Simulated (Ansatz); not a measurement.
Relaxation of F2H8HfN2OSi (15 atoms, charge 0, multiplicity 1), to a largest force component of 0.03 eV/Å in at most 50 steps.

These are results of RKS PBE/def2-SVP in Ansatz, not measurements.

```xyz
15
Properties=species:S:1:pos:R:3
Hf -0.407 0.050 -0.887
F -0.119 0.699 2.206
N 1.512 -0.180 -0.248
H 2.320 -0.511 -0.788
H 1.788 -0.048 0.734
N -0.760 2.041 -1.152
H -1.626 2.426 -1.552
H -0.144 2.824 -0.903
F -0.597 -0.823 -2.597
O -1.848 -0.702 0.359
Si -3.416 -1.290 0.401
H -3.436 -2.776 0.171
H -4.041 -0.994 1.740
H -4.246 -0.633 -0.672
H -0.905 0.198 2.133
```

Where does it end, and by what steps?

It converged. After 26 steps the energy has fallen by 0.836 eV; F9 moved furthest, 1.45 Å. Parted: F2–H15 (0.93 → 2.46 Å). Joined: Hf1–F2 (3.17 → 1.96 Å), O10–H15 (2.20 → 0.98 Å).

| step | energy less start (eV) | largest force component (eV/Å) | accepted |
| --- | --- | --- | --- |
| 0 | 0.0000 | 0.592 | yes |
| 1 | -0.1236 | 0.438 | yes |
| 2 | -0.2309 | 0.385 | yes |
| 3 | -0.3282 | 0.459 | yes |
| 4 | -0.3501 | 1.032 | yes |
| 5 | -0.3817 | 0.303 | yes |
| 6 | -0.3936 | 0.306 | yes |
| 7 | -0.4057 | 0.264 | yes |
| 8 | -0.4577 | 0.801 | yes |
| 9 | -0.4061 | 2.410 | no |
| 10 | -0.5481 | 0.695 | yes |
| 11 | -0.6231 | 0.690 | yes |
| 12 | -0.6740 | 1.138 | yes |
| 13 | -0.7307 | 0.360 | yes |
| 14 | -0.7445 | 0.266 | yes |
| 15 | -0.7137 | 0.955 | no |
| 16 | -0.7626 | 0.266 | yes |
| 17 | -0.7775 | 0.151 | yes |
| 18 | -0.7872 | 0.284 | yes |
| 19 | -0.7984 | 0.221 | yes |
| 20 | -0.8118 | 0.203 | yes |
| 21 | -0.8208 | 0.308 | yes |
| 22 | -0.8271 | 0.255 | yes |
| 23 | -0.8313 | 0.156 | yes |
| 24 | -0.8341 | 0.090 | yes |
| 25 | -0.8353 | 0.038 | yes |
| 26 | -0.8357 | 0.019 | yes |

```xyz
15
Properties=species:S:1:pos:R:3
Hf -0.307 0.501 -0.122
F -0.117 1.169 1.711
N 1.533 -0.378 -0.362
H 1.818 -0.932 -1.177
H 2.377 -0.140 0.172
N -0.498 2.290 -1.111
H -0.630 2.398 -2.123
H -0.213 3.200 -0.730
F -1.334 -0.662 -1.358
O -2.092 -0.414 1.040
Si -3.310 -1.443 0.351
H -2.698 -2.730 -0.096
H -4.241 -1.698 1.506
H -4.041 -0.723 -0.734
H -2.173 -0.157 1.978
```

Whether the end is a true minimum wasn't checked by a vibrational analysis.

Time of the run: 85 s on 4 threads of Arm Neoverse V1, with other jobs on the host, peak memory 0.25 GiB.
